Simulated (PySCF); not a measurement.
How methods differ on the ionisation energy of Ni¹⁵⁺

Ni¹⁵⁺ [Ne] 3s2 3p1 (2P) → Ni¹⁶⁺ [Ne] 3s2 (1S), as a difference of total energies. All numbers are calculated (PySCF 2.14, the non-relativistic Hamiltonian (point nucleus), in an even-tempered Gaussian basis (17 s from 0.93 bohr⁻², ratio 2.5; 11 p from 1.2 bohr⁻², ratio 2.5; 5 d from 6.3 bohr⁻², ratio 2.7; 4 f from 9.5 bohr⁻², ratio 2.7)). Correlated levels: outer shells: 1s2 frozen; virtual orbitals above 40 to 60 times the deepest correlated orbital energy dropped. The calculations carry no spin-orbit coupling.

| method | ionisation energy (eV) |
| --- | --- |
| UHF | 493.71 |
| LDA | 495.08 |
| PBE | 495.19 |
| PBE0 | 495.09 |
| r2SCAN | 495.15 |
| PBEsol | 494.93 |
| r2SCAN0 | 495.08 |
| MP2 (outer shells) | 494.23 |
| SCS-MP2 (outer shells) | 494.14 |

Q: How much does correlation contribute at MP2 (outer shells)?

A: 494.23 − (493.71) = 0.52 eV, measured against UHF.

A first-order spin-orbit estimate (lowest level to lowest level, LS coupling) adds 2.091 eV.

These non-relativistic numbers lack the scalar-relativistic shift.

For comparison: 495.4 ± 1.7 eV (semi-empirical (NIST evaluation); NIST Atomic Spectra Database, ionization energies).
